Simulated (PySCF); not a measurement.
ClGeH, neutral, multiplicity 1. Atoms are numbered in the order given.

```xyz
3

Ge     0.0512     0.7369     0.0000
H     -1.5334     0.8869     0.0000
Cl    -0.0062    -1.4393     0.0000
```
Charge 0, spin multiplicity 1.

Geometry: ωB97X-D3(BJ)/def2-TZVP.

Calculation: B3LYP/def2-TZVPD (PySCF).

Symmetry labels are those of the subgroup Cs that the program uses (full group Cs).

Computed valence orbital energies around the gap with their symmetry:
| orbital | symmetry | energy (eV) |
|---|---|---|
| HOMO−7 | A' | -33.72 |
| HOMO−6 | A' | -33.66 |
| HOMO−5 | A' | -22.24 |
| HOMO−4 | A' | -14.28 |
| HOMO−3 | A' | -10.05 |
| HOMO−2 | A" | -9.26 |
| HOMO−1 | A' | -9.11 |
| HOMO | A' | -7.02 |
| LUMO | A" | -3.32 |
| LUMO+1 | A' | -0.68 |
| LUMO+2 | A' | 0.15 |
| LUMO+3 | A' | 1.00 |
